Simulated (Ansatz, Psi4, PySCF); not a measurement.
CH5Si, charge -1, singlet, geometry from GFN2-xTB. Base run: MP2/aug-cc-pVDZ in PySCF.

The PySCF input:
```python
from pyscf import gto, scf, mp

mol = gto.M(
    atom='''
C    -0.01988719   -0.09948217   -1.26656962
Si    0.00791311    0.00755088    0.53010163
H    -0.91126202    0.34846772   -1.73680870
H     0.86775006    0.32705096   -1.76305989
H     0.03655798    1.22911263    1.47473221
H    -1.18943448   -0.69231292    1.11923128
H     1.20492807   -0.72113763    1.08389994
''',
    basis='aug-cc-pvdz',
    charge=-1,
    verbose=4,
)

mf = scf.RHF(mol)
mf.kernel()

pt = mp.MP2(mf)
pt.kernel()
print('E(MP2) = %.10f' % pt.e_tot)
```

The same geometry, method and basis name were run in Ansatz (a first-principles code) and Psi4 and PySCF, at each program's defaults and at the settings that a row names. The base is PySCF at its defaults. Differences at the defaults can come from grids, fitting, cores and function types together.

```csv
code and settings,ΔE vs base (mEh),basis functions,E (Eh),SCF cycles
"PySCF, defaults (exact integrals, spherical functions, all electrons correlated)",0.000,95,-329.94257,11
"Psi4, defaults (density fitting with its default set, spherical functions, all electrons correlated)",0.136,95,-329.94243,12
"Ansatz, defaults (factorised integrals, spherical functions, frozen core)",12.889,95,-329.92968,-
"PySCF, frozen core",12.887,95,-329.92968,11
"Psi4, exact integrals, spherical functions, frozen core",12.887,95,-329.92968,12
"Ansatz, high accuracy, frozen core",12.887,95,-329.92968,-
```
